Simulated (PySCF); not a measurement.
CH₅GaO₂, SMILES [OH][GaH][O]C. Atoms are numbered in the order given.

```xyz
9

Ga    -0.3709     0.5685     0.0000
H     -1.6279     1.4908     0.0000
O      1.3664     1.0615     0.0000
H      1.4728     2.0301     0.0000
O     -0.5828    -1.2121     0.0000
C      0.4995    -2.1239     0.0000
H      0.4443    -2.7820     0.8971
H      0.4443    -2.7820    -0.8971
H      1.4982    -1.6315     0.0000
```
Charge 0, spin multiplicity 1.

Coordinates come from a PBE-D3(BJ)/def2-SVP optimisation. The structure was generated by enumeration; whether it is a known compound was not checked. One conformer was computed; it need not be the lowest.

Computed with PySCF with PBE/pcSseg-1.

GIAO shieldings, no solvent; atoms alike by connectivity are averaged. δ = σ(ref) − σ: ¹H against TMS (σ = 31.49 ppm); ¹⁷O against H2O (σ = 334.3 ppm); ¹³C against TMS (σ = 182.0 ppm), references at their B3LYP-D3(BJ)/def2-TZVP geometries, non-relativistic.

```tsv
nucleus	atoms	count	δ (ppm)
¹H	H2	1	5.92
¹H	H7, H8, H9	3	4.78
¹H	H4	1	3.36
¹⁷O	O5	1	108.5
¹⁷O	O3	1	104.7
¹³C	C6	1	63.4
```
